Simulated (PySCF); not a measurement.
# HTaN + 2 H₂O → Ta(OH)₂ + NH₃

Level: PBE0 in the def2-TZVP basis family, computed in PySCF with density fitting; scalar-relativistic core potentials for atoms from Rb on, none lighter, no spin–orbit coupling; open shells unrestricted.

| species | state and structure | ZPE (kJ/mol) | H(298 K) − H(0) (kJ/mol) | S° (J/(mol K)) |
| --- | --- | --- | --- | --- |
| HTaN | doublet, Cs, Ta–H 1.770 Å, Ta–N 1.679 Å; H–Ta–N 97.5° | 21.4 | 10.4 | 266.0 |
| H₂O | singlet, C2v, O–H 0.960 Å (×2); H–O–H 105.1° | 56.5 | 9.9 | 188.7 |
| Ta(OH)₂ | quartet, D∞h, O–H 0.951 Å (×2), Ta–O 1.890 Å (×2) | 67.2 | 16.6 | 304.8 |
| NH₃ | singlet, C3v, N–H 1.013 Å (×3); H–N–H 107.1° (×3) | 90.6 | 10.0 | 192.4 |

Question: Is the gas-phase reaction uphill or downhill in electronic energy at this level, and by how much?

Answer: At PBE0/def2-TZVP, ΔE = -390.8 kJ/mol, downhill. 

Question: Add zero-point, thermal and entropy terms for 298.15 K and 1 bar.

Answer: ΔZPE = 23.4 and Δ[H(298) − H(0)] = -3.6 kJ/mol give ΔH° = -371.0 kJ/mol. ΔS° = -146.2 J/(mol K), so ΔG° = -371.0 − 298.15 × (-0.1462) = -327 kJ/mol. ΔG° would change sign near 2540 K if ΔH° and ΔS° stayed fixed.

Spin–orbit coupling can matter for HTaN, Ta(OH)₂ and is left out. Open d or f shells are single determinants, so the state found may not be the ground state. The structures come from searches over a few start shapes, so lower isomers are not excluded.
